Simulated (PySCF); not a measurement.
PySCF job for H2OSi, SMILES [SiH2]=O (connectivity only; charge and spin as stated), charge -1, multiplicity 2, B3LYP/pcH-1. Coordinates come from a B3LYP-D3(BJ)/def2-TZVPD optimisation. The spin state was assumed, not searched.

```python
import numpy as np
from pyscf import gto, scf, dft
from pyscf.prop.hfc import uks as hfc
from pyscf.prop.gtensor import uks as gtensor

mol = gto.M(
    atom='''
    Si    0.45959711   -0.10842214    0.00000000
    O    -1.10603554    0.06130751   -0.00000000
    H     1.20696238    0.51372491   -1.18572402
    H     1.20696237    0.51372491    1.18572403
    ''',
    basis='pcH-1',
    charge=-1,
    spin=1,
    max_memory=1600,
    verbose=3,
)
mf = dft.UKS(mol, xc='b3lyp')
mf.grids.level = 3
mf.conv_tol = 1e-10
mf.max_cycle = 100
mf.kernel()
fine, coarse = mf.grids, dft.Grids(mol).set(level=1).build(with_non0tab=True)
for _ in range(3):  # follow internal instabilities
    mf.grids = coarse
    mo, _, stable, _ = mf.stability(return_status=True, nroots=4)
    mf.grids = fine
    if stable:
        break
    mf.kernel(mf.make_rdm1(mo, mf.mo_occ))
A = hfc.HFC(mf).make_fcdip(mf.make_rdm1())  # Fermi contact and dipolar terms, MHz
print('atom   A(iso)/MHz   principal dipolar parts/MHz')
for i, a in enumerate(A):
    w = np.linalg.eigvalsh((a + a.T) / 2)
    print(f'{mol.atom_symbol(i):2s}{i + 1:3d} {w.mean():12.2f}', (w - w.mean()).round(2))
gt = gtensor.GTensor(mf)
gt.dia_soc2e, gt.para_soc2e, gt.so_eff_charge = None, None, True
gt.max_cycle_cphf = 60
g = gt.kernel()
```

Program output:

```

WARN: HOMO -0.156347911836249 >= LUMO -0.156347911836278

converged SCF energy = -365.936144896401  <S^2> = 0.75339904  2S+1 = 2.0033962
<class 'pyscf.dft.uks.UKS'> wavefunction is stable in the internal stability analysis
atom   A(iso)/MHz   principal dipolar parts/MHz
Si  1      -407.74 [-96.31  46.41  49.91]
O   2       -24.20 [-92.09  45.76  46.32]
H   3        91.51 [-6.03 -1.76  7.78]
H   4        91.51 [-6.03 -1.76  7.78]
SOC(1e)/OZ [ 1.80720674e-03 -2.50183592e-05  4.61158504e-03]
free electron g 2.00231930436182
g-tensor total [2.00435335 2.00189084 2.00682442]
g-shift (ppt) [ 2.03404353 -0.4284634   4.50511662]
```

The calculation finished and met its thresholds.

Cost: roughly 16 core-seconds.
